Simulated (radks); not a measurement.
The numbers below are computed, except where a source is named.
Q: Isoelectronic series with 44 electrons, each ion in its NIST ground configuration. Level of theory: scalar-relativistic Kohn-Sham, r2SCAN, spin-unpolarised, spherical densities, finite nucleus; meta-GGA in the generalised Kohn-Sham scheme; Fermi nuclear charge, rms radius of each element as measured or else 0.836 A^(1/3) + 0.57 fm (a radial shooting solver on a logarithmic mesh with Libxc functionals). Total energies (hartree) and orbital eigenvalues (Ry) (* marks an orbital that is empty in some or all of the ions):

ion,configuration,E (hartree),5s*,4d,4p,4s
Ru,[Kr] 4d7 5s1,-4531.29611,-0.30542,-0.38740,-3.51572,-5.77376
Rh+,[Kr] 4d8,-4784.41977,-0.75371,-0.99978,-4.37881,-6.79137
Pd2+,[Kr] 4d8,-5045.39307,-1.43415,-2.01867,-5.71429,-8.30287
Ag3+,[Kr] 4d8,-5314.23077,-2.24001,-3.23313,-7.25399,-10.02890
In5+,[Kr] 4d8,-5875.55090,-4.18430,-6.16789,-10.85312,-14.02777
Sn6+,[Kr] 4d8,-6168.08396,-5.31133,-7.86742,-12.88991,-16.27697
Sb7+,[Kr] 4d8,-6468.57509,-6.53719,-9.71371,-15.07657,-18.68421
Te8+,[Kr] 4d8,-6777.05749,-7.85981,-11.70295,-17.40939,-21.24580
I9+,[Kr] 4d8,-7093.57761,-9.27774,-13.83237,-19.88577,-23.95936

Estimate the row of Cd4+ ([Kr] 4d8).

A: E (hartree) -5590.94109; 5s* -3.15905; 4d -4.62046; 4p -8.97166; 4s -11.94214.
